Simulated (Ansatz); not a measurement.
Isolated molecules relaxed with PBE0-D4/def2-TZVP in Ansatz; ΔE leaves out vibrations. CCSD(T)/CBS is the MP2 limit (def2-TZVPP, def2-QZVPP) plus CCSD(T) − MP2 in def2-TZVPP, frozen cores. DFT in def2-TZVPP. B3LYP here is the variant with VWN-RPA as its local correlation; programs differ in this. For Br outer-core shells are correlated without core-valence functions, which leaves a few kJ/mol of doubt a bond. Scalar relativity is left out up to krypton. One conformer a species, not always the lowest.

Consider the redistribution: `F[Si]Br` + `FC[SiH](F)S` → `S[Si]Br` + `FC[SiH](F)F`.

```csv
level,ΔE (kcal/mol),difference from CCSD(T)/CBS
PBE-D4,-4.5,1.0
B3LYP-D4,-4.8,0.7
r2SCAN0-D4,-5.9,-0.4
BHLYP-D4,-5.5,0.0
ωB97X-V,-3.6,1.9
ωB97M-V,-3.6,1.9
B3LYP,-5.0,0.5
r2SCANh,-5.8,-0.3
BHLYP,-5.4,0.1
LC-ωPBE,-3.5,2.0
HF/def2-TZVPP,-6.5,-1.0
MP2/def2-TZVPP,-5.8,-0.3
CCSD/def2-TZVPP,-5.4,0.1
CCSD(T)/def2-TZVPP,-5.4,0.1
MP2/def2-QZVPP,-5.8,-0.3
HF/CBS(def2),-6.4,-0.9
CCSD(T)/CBS,-5.5,0
```

Largest T1 diagnostic among the species: 0.012.

From BLYP to BHLYP (50 % exact exchange), in def2-TZVPP and without D4, ΔE moves by −0.9 kcal/mol. At CCSD(T), def2-SVP lies +0.9 kcal/mol from the extrapolated value and def2-TZVPP +0.1 kcal/mol.
